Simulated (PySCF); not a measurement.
# Levels of Pb(45+) from EOM-EA-GCCSD

Reference: closed-shell Pb(46+), [Kr]; one electron is added. Calculated with PySCF 2.14, two-component X2C-1e with screened spin-orbit coupling, an uncontracted even-tempered set (18 s from 2.7 bohr⁻², ratio 2.6; 16 p from 3.5 bohr⁻², ratio 2.6; 11 d from 3.5 bohr⁻², ratio 2.6; 5 f from 3.6 bohr⁻², ratio 2.8); frozen [Ar] 3d10; the 114 highest virtual spinors dropped; of the others 74 kept and the rest restored at second order. No Breit or QED terms. Binding energies in eV.

```tsv
level	Koopmans
4d3/2	2293.4
4d5/2	2259.3
```

Question: How does correlation move these levels?

Answer: 4d3/2: second order 2295.2, EOM-CCSD 2295.0; 4d5/2: second order 2260.9, EOM-CCSD 2260.8.

For comparison, the ionisation energy of Pb(45+) is 2292 ± 4 eV (theoretical estimate listed by NIST; NIST Atomic Spectra Database, ionization energies).
